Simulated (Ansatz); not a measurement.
WNO3H2, that is [WO3(NH2)]- with one electron fewer, relaxed as a doublet with UKS PBE-D4/def2-SVPD in Ansatz, starting from the PBE-D4/def2-SVPD geometry of the charge -1 singlet. Force threshold 0.02 eV/Å.

In the def2 sets W takes a core potential; there is no spin–orbit coupling.

Start:

```xyz
7

W     0.2603   -0.6798   -0.2715
O     1.9047   -0.3592   -0.8581
O     0.3202   -1.8644    1.0467
O    -0.7473   -1.2353   -1.6211
N    -0.5900    1.0001    0.4707
H    -0.3024    1.3659    1.3801
H    -0.8456    1.7727   -0.1468
```

(1) Estimate the energy that the relaxation releases and the steps that it takes.

(2) Does the start keep its bonding and symmetry?

(3) Predict the relaxed structure.

Answers

(1) 0.11 eV, in 10 steps; 21 s on 4 threads of Arm Neoverse V2 on a shared host. No frequencies were taken in this run, so the end may be a saddle point.

(2) By distances, no bond broke or formed. The bond that changes most is W1–O4, from 1.77 to 1.74 Å (atoms count from 1).

(3) 
```xyz
7

W     0.2561   -0.6519   -0.2875
O     1.9956   -0.4921   -0.7071
O     0.2487   -1.9258    0.9787
O    -0.6964   -1.1161   -1.6682
N    -0.4644    1.0641    0.4236
H    -0.0801    1.5529    1.2367
H    -1.2596    1.5688    0.0237
```
Bond lengths: 3 × O–W 1.74 to 1.80 Å; 1 × N–W 1.99 Å; 2 × H–N 1.02 Å.
